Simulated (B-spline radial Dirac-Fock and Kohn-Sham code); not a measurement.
**Total conversion coefficients of Ti against transition energy**

Calculated with a B-spline atomic structure program, using a Dirac-Hartree-Slater potential of the neutral atom with a Latter tail (no hole, which puts coefficients of high multipoles low close above an edge), finite nucleus with surface currents. Subshells within 1 keV of threshold and pair formation are left out.

```
energy (keV)        E2        E3        E5        M1        M2        M4
        12.8       772     56300  5.71e+08      6.11       458  1.75e+06
        17.5       257     12400  5.30e+07      2.43       133    295000
          20       159      6620  1.97e+07      1.65      78.9    139000
        44.2      8.25       165     75000     0.172      3.82      1710
          50      5.14      92.7     32800     0.122      2.42       871
        54.8      3.61      60.3     17800    0.0952      1.72       529
        90.1     0.520      5.77       683    0.0250     0.289      37.0
          91     0.501      5.51       640    0.0243     0.279      35.1
         100     0.346      3.53       348    0.0190     0.200      21.4
         102     0.320      3.21       306    0.0180     0.187      19.3
         155    0.0625     0.449      21.2   0.00617    0.0450      2.29
         159    0.0566     0.399      18.1   0.00579    0.0413      2.02
         169    0.0447     0.300      12.3   0.00497    0.0338      1.49
         200    0.0234     0.138      4.34   0.00328    0.0195     0.656
         203    0.0221     0.129      3.96   0.00316    0.0186     0.610
         209    0.0197     0.113      3.32   0.00294    0.0169     0.531
         233    0.0131    0.0687      1.71   0.00226    0.0120     0.317
         500  0.000874   0.00270    0.0233  0.000389   0.00123    0.0111
         620  0.000448   0.00121   0.00808  0.000245  0.000686   0.00475
         770  0.000240  0.000575   0.00303  0.000156  0.000390   0.00213
         825  0.000200  0.000460   0.00226  0.000136  0.000327   0.00166
        1000  0.000122  0.000256   0.00104  9.25e-05  0.000204  0.000862
        1170  8.44e-05  0.000165  0.000584  6.84e-05  0.000141  0.000519
        1180  8.28e-05  0.000161  0.000567  6.74e-05  0.000138  0.000505
        1190  8.12e-05  0.000158  0.000550  6.63e-05  0.000136  0.000492
        1400  5.70e-05  0.000104  0.000318  4.91e-05  9.39e-05  0.000300
        1420  5.53e-05  0.000100  0.000303  4.78e-05  9.10e-05  0.000287
        1900  3.12e-05  5.09e-05  0.000126  2.86e-05  4.90e-05  0.000126
        2000  2.83e-05  4.55e-05  0.000109  2.62e-05  4.41e-05  0.000110
```

Task: How fast do they fall between 1420 and 2000 keV?

Result: As powers of the energy: E2 E^-1.95, E3 E^-2.30, E5 E^-2.98, M1 E^-1.76, M2 E^-2.11, M4 E^-2.80. Within one type (E or M) the higher multipoles fall faster.
